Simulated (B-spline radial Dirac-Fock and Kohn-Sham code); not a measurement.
**Binding energies of Ce⁴⁸⁺ at several levels of theory**

System: Ce⁴⁸⁺, configuration [He] 2s2 2p6.

The density-functional columns are spherical, spin-unpolarised Dirac-Kohn-Sham results without Breit or QED terms: −ε is minus the orbital energy of the initial state and ΔSCF the difference of two total energies. The reference in the last column comes from Dirac-Fock (average of configuration) total-energy differences with a finite nucleus, the Breit interaction including its frequency dependence, and self-energy and vacuum-polarisation corrections. All numbers are from a B-spline atomic structure program, in eV; a selection of levels is shown. The Kohn-Sham columns are given as differences from the reference. For the 1s level of heavy atoms much of the gap between ΔSCF and the reference is the Breit and QED part, -153.3 eV here; for other levels the error of the functional can be larger.

```tsv
level	LDA −ε − DF	LDA ΔSCF − DF	Dirac-Fock
K (1s)	-303.7	+150.4	43964.7
L1 (2s)	-145.7	-33.0	9818.2
L2 (2p1/2)	-109.6	+25.5	9480.6
L3 (2p3/2)	-114.4	+12.2	9019.8
```

For the outermost level NIST gives 9020 ± 4 eV (theoretical); the differences from it are LDA −ε -114.54, LDA ΔSCF +12.04, Dirac-Fock -0.17 eV.

Values without a named source are computed, but for edge energies of neutral atoms, which are taken from tables.
